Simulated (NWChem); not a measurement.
The numbers come from NWChem runs, not from measurements. System: H$_{3}$BO$_{3}$, charge 0, spin multiplicity 1, displaced from the optimised geometry.

The NWChem input:

```
start mol
memory heap 100 mb stack 700 mb global 1900 mb
geometry units angstroms nocenter noautoz noautosym
  O      1.129820    -0.802029     0.000000
  B      0.005669    -0.033474     0.000000
  O      0.148747     1.336740     0.000000
  O     -1.192718    -0.694917     0.000000
  H      1.864287    -0.304504     0.000000
  H     -0.670335     1.842663     0.000000
  H     -1.972955    -0.132405     0.000000
end
basis spherical
  * library cc-pvdz
end
scf
  rhf
  nopen 0
  maxiter 100
  thresh 1e-7
  semidirect memsize 60000000 filesize 0
end
tce
  freeze core 4
  cr-ccsd(t)
  2eorb
  2emet 13
  thresh 1e-6
  maxiter 100
  tilesize 24
end
task tce energy
```

The output up to the point where the run's verdict is printed (cleaned and shortened):

```
             Northwest Computational Chemistry Package (NWChem) 7.3.0
             --------------------------------------------------------

                                NWChem Input Module
                                -------------------

 Scaling coordinates for geometry "geometry" by  1.889725989
 (inverse scale =  0.529177249)

                             Geometry "geometry" -> ""
                             -------------------------

 Output coordinates in angstroms (scale by  1.889725989 to convert to a.u.)

  No.       Tag          Charge          X              Y              Z
 ---- ---------------- ---------- -------------- -------------- --------------
    1 O                    8.0000     1.12982000    -0.80202900     0.00000000
    2 B                    5.0000     0.00566900    -0.03347400     0.00000000
    3 O                    8.0000     0.14874700     1.33674000     0.00000000
    4 O                    8.0000    -1.19271800    -0.69491700     0.00000000
    5 H                    1.0000     1.86428700    -0.30450400     0.00000000
    6 H                    1.0000    -0.67033500     1.84266300     0.00000000
    7 H                    1.0000    -1.97295500    -0.13240500     0.00000000

 Effective nuclear repulsion energy (a.u.)     116.4933730363

            Nuclear Dipole moment (a.u.)
            ----------------------------
        X                 Y               Z
 ---------------- ---------------- ----------------
    -0.1206892400    -0.0817571052     0.0000000000


 Summary of "ao basis" -> "" (spherical)
 ------------------------------------------------------------------------------
       Tag                 Description            Shells   Functions and Types
 ---------------- ------------------------------  ------  ---------------------
 *                          cc-pvdz                   on all atoms

 Summary of "ao basis" -> "ao basis" (spherical)
 ------------------------------------------------------------------------------
       Tag                 Description            Shells   Functions and Types
 ---------------- ------------------------------  ------  ---------------------
[...]
     2   1 1 0     -2.653999      0.000000     -2.036873
     2   1 0 1     -0.000000      0.000000      0.000000
     2   0 2 0    -18.685411      0.000000     95.760000
     2   0 1 1      0.000000      0.000000      0.000000
     2   0 0 2    -16.685548      0.000000      0.000000

                   NWChem Extensible Many-Electron Theory Module
                   ---------------------------------------------


            General Information
            -------------------
      Number of processors :     1
         Wavefunction type : Restricted Hartree-Fock
          No. of electrons :    32
           Alpha electrons :    16
            Beta electrons :    16
           No. of orbitals :   142
            Alpha orbitals :    71
             Beta orbitals :    71
        Alpha frozen cores :     4
         Beta frozen cores :     4
     Alpha frozen virtuals :     0
      Beta frozen virtuals :     0
         Spin multiplicity : singlet
    Number of AO functions :    71
       Number of AO shells :    33
        Use of symmetry is : off
      Symmetry adaption is : off
         Schwarz screening : 0.10D-09

          Correlation Information
          -----------------------
          Calculation type : Coupled-cluster singles & doubles w/ perturbation
   Perturbative correction : Completely renormalized (T)
            Max iterations :      100
        Residual threshold : 0.10D-05
     T(0) DIIS level shift : 0.00D+00
     L(0) DIIS level shift : 0.00D+00
     T(1) DIIS level shift : 0.00D+00
     L(1) DIIS level shift : 0.00D+00
     T(R) DIIS level shift : 0.00D+00
     T(I) DIIS level shift : 0.00D+00
   CC-T/L Amplitude update :  5-th order DIIS
                I/O scheme : Global Array Library
        L-threshold :  0.10D-05
        EOM-threshold :  0.10D-05
 no EOMCCSD initial starts read in
 TCE RESTART OPTIONS
 SLICE:      F
 D4D5:       F
 quantumc:   F
 qrotation:  F
 pwtce:      F
 qducc:      F
 nacto:                         0
 nrotv:                         0
 nrot:                          0

            Memory Information
            ------------------
          Available GA space size is     249031759 doubles
          Available MA space size is     104854236 doubles

 Maximum block size supplied by input
 Maximum block size        24 doubles

 tile_dim =     19

 -------------------------------------------------

 Global array virtual files algorithm will be used

 Parallel file system coherency ......... OK

 4-electron integrals stored in orbital form

 v2    file size   =          4401625
 4-index algorithm nr.  13 is used
 imaxsize =       30
 imaxsize ichop =        0


CCSD iterations
 ---------------------------------------------------------
 Iter          Residuum       Correlation     Cpu    Wall
 ---------------------------------------------------------
    1   0.1787320218411  -0.6378474016318     0.5     0.5
    2   0.0485035150925  -0.6446532665083     0.5     0.5
    3   0.0166591180735  -0.6533972759989     0.5     0.5
    4   0.0068210116825  -0.6548940564486     0.5     0.5
    5   0.0027665284807  -0.6556887014616     0.5     0.5
    6   0.0005509870552  -0.6560408668295     0.6     0.6
    7   0.0002473294927  -0.6560957604409     0.5     0.5
    8   0.0001027720701  -0.6561006820155     0.5     0.5
    9   0.0000570622245  -0.6561015818636     0.5     0.5
   10   0.0000270804470  -0.6561037260416     0.5     0.5
   11   0.0000064374042  -0.6561041776038     0.5     0.5
   12   0.0000022840696  -0.6561053147710     0.5     0.5
   13   0.0000010912685  -0.6561053185072     0.5     0.5
   14   0.0000005023722  -0.6561053766555     0.5     0.5
 -----------------------------------------------------------------
 Iterations converged
 CCSD correlation energy / hartree =        -0.656105376655504
 CCSD total energy / hartree       =      -251.856474739823653

 Singles contributions

 Doubles contributions
 CR-CCSD(T)
```

The program stopped with an error. NWChem stopped with the message: ccsd_t 3.
